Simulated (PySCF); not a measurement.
Peak assignment

Cartesian coordinates in Å; atom numbers follow the order of the lines, from 1:
```xyz
12

C     2.1012    0.0397    0.1904
C     0.6310   -0.2557    0.3178
O     0.1747   -1.0921    1.0596
O    -0.1079    0.4889   -0.4814
Si   -1.7765    0.4561   -0.6713
O    -2.4369   -0.6850    0.2553
H     2.6340   -0.3450    1.0549
H     2.4739   -0.4526   -0.7064
H     2.2576    1.1093    0.0825
H    -2.1811    1.7845   -0.2376
H    -1.9357    0.1317   -2.0799
H    -1.8330   -1.1806    0.8224
```

PySCF 2.14.0 with density-fitted response routines calculation with structure optimised with GFN2-xTB and PBE0/pcSseg-1 with gauge-including orbitals; no solvent model, relativity neglected, one averaged value for each set of equivalent atoms, one conformer.

δ = σ(ref) − σ, references computed at the same level: TMS for $^{13}$C and $^{1}$H.

Q: Assign these signals to the numbered atoms. $^{13}$C{$^{1}$H} NMR (computed): δ 179.6, 25.7.

A: 
| δ (ppm) | atoms | environment | reason |
| --- | --- | --- | --- |
| 179.6 | C2 | carbonyl carbon | – |
| 25.7 | C1 | methyl carbon α to a carbonyl | α to the electron-withdrawing carbonyl group |

Q: Assign these signals to the numbered atoms. $^{1}$H NMR (400 MHz, computed): δ 5.26 (s, 2H), 4.56 (br s, 1H), 2.17 (s, 3H).

A: 
5.26 → H10/H11, hydrogen on a silicon bonded to 2 O
4.56 → H12, hydrogen on an oxygen bonded to Si: exchangeable, gas-phase position
2.17 → H7/H8/H9, hydrogen on a methyl carbon α to a carbonyl: α to C=O

Exchangeable OH/NH protons stand at their gas-phase positions; hydrogen bonding in a real sample shifts them, mostly to higher δ. Shifts are as computed. Against solution values, carbons near 30 ppm lie about +3 ppm off and those near 130 ppm about +5 ppm. Of 1211 compounds with measured shifts, 218 miss one by over three times the rms of a fit or turn the order of signals round; such compounds aren't used in these exercises. Multiplicities follow the n + 1 count of equivalent neighbours, as no J values were calculated; m marks all less simple cases, F and P coupling included.
